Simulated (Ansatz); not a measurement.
`CC(C)C` + `[NH2][Ga]([Cl])[Cl]` → `CC(C)[NH][Ga]([Cl])[Cl]` + CH₄  (substitution at a C–C bond)

Calculated with Ansatz (gas phase, PBE0-D4/def2-TZVP geometries, no zero-point term in ΔE). CBS: MP2 limit from def2 TZ/QZ plus the TZ coupled-cluster correction, frozen cores. This one scheme is used for every species. Functionals use def2-TZVPP. For Ga outer-core shells are correlated without core-valence functions, which leaves a few kJ/mol of doubt a bond. Scalar relativity is left out up to krypton. Each species was taken in one conformer, which may not be the lowest.

```
             level  ΔE (eV)
            revPBE     0.17
           r2SCANh     0.17
         CAM-B3LYP     0.17
       HF/def2-SVP     0.13
  CCSD(T)/def2-SVP     0.04
CCSD(T)/def2-TZVPP     0.13
     HF/def2-QZVPP     0.23
     MP2/CBS(def2)     0.15
```

(1) What does CCSD(T)/CBS give? (Estimate.)

Largest T1 diagnostic among the species: 0.011.

Answers

(1) Ansatz gave: +0.15 eV. The listed levels differ from it by 0.02, 0.02, 0.02, -0.02, -0.11, -0.02, 0.08, 0.00 eV.

From PBE to PBE0 (25 % exact exchange), in def2-TZVPP and without D4, ΔE moves by +0.04 eV. The D4 term adds −0.08 eV with B3LYP and −0.05 eV with PBE0; it sums over pairs of atoms, weighted by their polarisabilities, and B3LYP, whose exchange is more repulsive, gets the larger term. At CCSD(T), def2-SVP lies −0.10 eV from the extrapolated value and def2-TZVPP −0.02 eV.

B3LYP here is the variant with VWN-RPA as its local correlation; programs differ in this.
